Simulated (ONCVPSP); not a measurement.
**Reading a pseudo-wave (Yb)**

Columns: radius, all-electron u(r) and pseudo u(r) of the 5p shell (level -32.55 eV) of ytterbium in the configuration [Kr] 4d10 4f13 5s2 5p6 5d1 6s1.75; PBE, scalar-relativistic, ONCV scheme, ONCVPSP 4.0.1.

```tsv
r (bohr)	all-electron	pseudo
0.168	0.3184	0.0248
0.335	-0.3855	0.1085
0.503	-0.3579	0.2619
0.670	0.1598	0.4682
0.838	0.6173	0.6895
1.005	0.8752	0.8681
1.172	0.9656	0.9562
1.340	0.9467	0.9449
1.508	0.8671	0.8670
1.675	0.7617	0.7617
1.842	0.6506	0.6505
2.010	0.5443	0.5443
2.178	0.4490	0.4489
2.345	0.3670	0.3669
2.512	0.2976	0.2976
2.680	0.2397	0.2397
2.848	0.1922	0.1922
3.015	0.1538	0.1537
3.182	0.1226	0.1226
3.350	0.0974	0.0974
3.518	0.0772	0.0772
3.685	0.0612	0.0611
3.852	0.0483	0.0483
4.020	0.0381	0.0381
4.188	0.0300	0.0300
4.355	0.0236	0.0236
```

Q: How many radial nodes do the two functions have?

A: The all-electron 5p function has n − l − 1 = 3 (the table is too coarse to show those close to the nucleus); the pseudo-wave has 0, since the states of the same l below it are removed with the core.

Q: At about which radius was the pseudo-wave matched?

A: 1.70 bohr. The columns agree to 0.0005 from 1.51 bohr on; several derivatives are matched, so the curves merge somewhat inside the radius.

Q: Is the pseudo-wave norm-conserving?

A: Yes: the ONCV scheme keeps the norm inside the radius equal to the all-electron one, which fixes the energy derivative of the logarithmic derivative at the level.
